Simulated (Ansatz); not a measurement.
Species: C₂H₇Si (charge 0, doublet). It need not be the lowest isomer of its formula. 
Coordinates optimised at B3LYP-D3(BJ)/def2-TZVP (Ansatz, a quantum-chemistry and plane-wave program):
```
C
H 1 1.0934
H 1 1.0934 2 106.23
C 1 1.5373 2 110.20 3 -119.36
H 4 1.0916 1 111.34 2 -61.53
H 4 1.0916 5 107.55 1 122.24
H 4 1.0931 5 107.69 6 115.80
Si 1 1.8883 2 108.40 3 116.32
H 8 1.4890 1 111.09 2 -176.76
H 8 1.4890 9 108.91 1 122.67
```
Charge 0, spin multiplicity 2.

Total electronic energies in hartree. Valence correlation only, unless marked. UHF or UKS for open shells. Spin-orbit coupling is left out. Non-relativistic unless marked X2C. Basis-set limits of correlation are two-point, X^-3; Hartree-Fock from the larger set.

```
level                                                program  energy (Eh)
--------------------------------------------  --------------  -----------
HF/6-31G*                                             Ansatz   -368.68236
HF/cc-pV(D+d)Z                                        Ansatz   -368.71089
HF/cc-pwCVTZ                                          Ansatz   -368.74768
PBE/def2-TZVPD                                        Ansatz   -369.62879
BLYP/def2-TZVPD                                       Ansatz   -369.84236
revPBE-D3(BJ)/def2-TZVPD                      Ansatz + dftd3   -369.83424
r2SCAN-D3(BJ)/def2-TZVPD                      Ansatz + dftd3   -369.82358
B3LYP-D4/def2-TZVPD                           Ansatz + dftd4   -369.94069
BHLYP/def2-TZVPD                                      Ansatz   -369.84795
HSE06-D4/def2-TZVPD                           Ansatz + dftd4   -369.66941
CAM-B3LYP-D3(BJ)/def2-TZVPD                   Ansatz + dftd3   -369.86091
CAM-B3LYP-D4/def2-TZVPD                       Ansatz + dftd4   -369.86092
B2PLYP-D3(BJ)/def2-TZVPD                      Ansatz + dftd3   -369.69673
MP2/6-31G*                                            Ansatz   -369.01326
MP2/cc-pV(T+d)Z                                       Ansatz   -369.21253
MP2/CBS(cc-pV(T+d)Z,cc-pV(Q+d)Z)                      Ansatz    -369.2721
RI-MP2/aug-cc-pV(Q+d)Z                                Ansatz   -369.25400
SCS-MP2/STO-3G                                        Ansatz   -364.59762
SCS-MP2/aug-cc-pV(D+d)Z                               Ansatz   -369.11790
CCSD/aug-cc-pV(D+d)Z                                  Ansatz   -369.16259
CCSD(T)/6-31G                                         Ansatz   -368.89136
X2C-CCSD(T)/cc-pVTZ-DK                                Ansatz   -369.90571
CCSD(T)/CBS(aug-cc-pV(T+d)Z,aug-cc-pV(Q+d)Z)          Ansatz    -369.3290
```

Totals of different functionals don't rank their quality; only differences between species are comparable.
